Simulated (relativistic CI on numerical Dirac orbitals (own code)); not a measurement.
Ru5+: M2,3 absorption edge

Computed with this model: Dirac-Coulomb-Breit CI, separate exchange-only KLI orbitals for each configuration, a model potential for QED, valence Slater integrals scaled by 0.9, multiplet model of core-to-valence dipole absorption; configurations [Kr] 4d3 → [Ne] 3s2 3p5 3d10 4s2 4p6 4d4; 80 K; Lorentzian 1.2 eV and Gaussian 0.4 eV FWHM. Energies are those of the free ion, without screening or charge transfer. The branching ratio is the share of the lower-energy edge in the whole absorption, uncertain by about 0.02 where the edges overlap. S is read from ⟨S²⟩ = S(S + 1).

Field parameters in Wybourne normalisation: Td as Oh with Dq negative (B⁴₀ = 21Dq, B⁴₄ = √(5/14) B⁴₀). The field is a parameter set, without covalency.

Case free ion, the dichroism is that of the ground state at zero temperature, magnetised by exchange field 10 meV on Sz. The dichroism I(Δm = −1) − I(Δm = +1), over the sum of the three polarisations, integrates to 0.1052 on the lower edge and 0.0648 on the upper edge. The branching ratio is 0.831.

(1) Use the orbital sum rule with 7 holes to get ⟨Lz⟩.

## Answers

(1) For a p → d edge ⟨Lz⟩ = 2 × n_h × (sum of both integrals) in this sign convention = 2.38; the ground state itself has ⟨Lz⟩ = 2.46 and ⟨Sz⟩ = -0.96. The rule assumes one radial integral for both edges, which relativistic orbitals only approach.
